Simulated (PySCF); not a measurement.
C₅H₃NS₂, SMILES N#Cc1ccc(S)s1, GFN2-xTB optimised geometry.

```
11

N     -2.27    -3.19     0.00
C     -1.56    -2.28     0.00
C     -0.71    -1.17     0.00
C      0.66    -1.17     0.00
C      1.21     0.11     0.00
C      0.26     1.09     0.00
S      0.56     2.82     0.00
S     -1.35     0.45     0.00
H      1.24    -2.08     0.00
H      2.27     0.32     0.00
H     -0.72     3.19     0.00
```

Density from PBE/def2-TZVP (PySCF) at that geometry.

Minimum of the electron density along straight lines between bonded atoms, close to the bond critical point (lines longer than 1.1 times the sum of covalent radii, or with two minima, are not listed):

| bond | length / Å | ρ at the minimum / e bohr⁻³ | ∇²ρ there / e bohr⁻⁵ | position (fraction from the first atom) |
|---|---|---|---|---|
| N1–C2 | 1.148 | 0.497 | -0.22 | 0.65 |
| C2–C3 | 1.394 | 0.301 | -0.86 | 0.52 |
| C3–C4 | 1.372 | 0.321 | -0.90 | 0.52 |
| C4–C5 | 1.402 | 0.306 | -0.85 | 0.50 |
| C5–C6 | 1.369 | 0.323 | -0.91 | 0.48 |
| C6–S7 | 1.750 | 0.200 | -0.38 | 0.49 |
| C3–S8 | 1.743 | 0.204 | -0.38 | 0.48 |
| C6–S8 | 1.732 | 0.209 | -0.40 | 0.49 |
| C4–H9 | 1.075 | 0.288 | -1.03 | 0.65 |
| C5–H10 | 1.074 | 0.287 | -1.01 | 0.65 |
| S7–H11 | 1.332 | 0.221 | -0.65 | 0.64 |
